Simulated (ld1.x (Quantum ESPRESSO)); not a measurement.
**Ni: one change to a PAW potential, before and after**

Ni (Z = 28), PAW, made with ld1.x (Quantum ESPRESSO) 7.5 (PBE, scalar-relativistic). Core [Ne], reference 3s2 3p6 3d8 4s1 4p0 (charge +1). Waves: 3s (bound): rcut 1.00, rcutus 1.20 bohr; 4s (bound): rcut 1.00, rcutus 1.20 bohr; 3p (bound): rcut 1.05, rcutus 1.30 bohr; 4p (bound, empty): rcut 1.05, rcutus 1.30 bohr; 3d (bound): rcut 1.25, rcutus 1.50 bohr; 3d channel at -0.65 Ry: rcut 1.25, rcutus 1.50 bohr. Local part: all-electron potential smoothed inside 1.15 bohr (lloc = -1). Core correction: Bessel-smoothed model core inside 0.90 bohr. Augmentation charge: BG, radius 1.00 bohr.

Change: reference 3s2 3p6 3d8 4s2 4p0.

Cutoffs: the cutoffs (Ry, on a coarse ladder) from which the occupation-weighted sum of valence levels, in a spherical-Bessel basis at the reference potential, stays within 10 and 1 mRy of its value at 400 Ry; they do not see the model core or the augmentation charge, which bear on the density cutoff. Errors are all-electron minus pseudo energies relative to the spin-unpolarised reference configuration.

What does the change do?

The potential gets neither clearly harder nor softer (70 Ry and 110 Ry → 70 Ry and 110 Ry); the range in which the d phases agree narrows (upper end 4.2 → -0.2); neither file shows a bound ghost.

| quantity | base | changed |
| --- | --- | --- |
| cutoff, loose | 70 Ry | 70 Ry |
| cutoff, tight | 110 Ry | 110 Ry |
| loose cutoff by channel (10 mRy a level) | s 45 Ry, p 40 Ry, d 40 Ry | s 40 Ry, p 40 Ry, d 40 Ry |
| bound ghosts | none | none |
| largest error over its own tests, meV | +49 | +403 |
| s: phases at 1.65 bohr within 0.05 rad from the reference energy up to (Ry; the scan ends near 5) | to the end of the scan | to the end of the scan |
| p: phases at 1.65 bohr within 0.05 rad from the reference energy up to (Ry; the scan ends near 5) | 1.5 | 2.0 |
| d: phases at 1.65 bohr within 0.05 rad from the reference energy up to (Ry; the scan ends near 5) | 4.2 | -0.2 |
| lowest overlap eigenvalue by channel | s 0.04, p 0.05, d 1.00 | s 0.04, p 0.03, d 0.96 |

Base: ld1.x warns that Blöchl-style (BG) augmentation functions are not a good idea. Changed file: ld1.x warns that Blöchl-style (BG) augmentation functions are not a good idea.
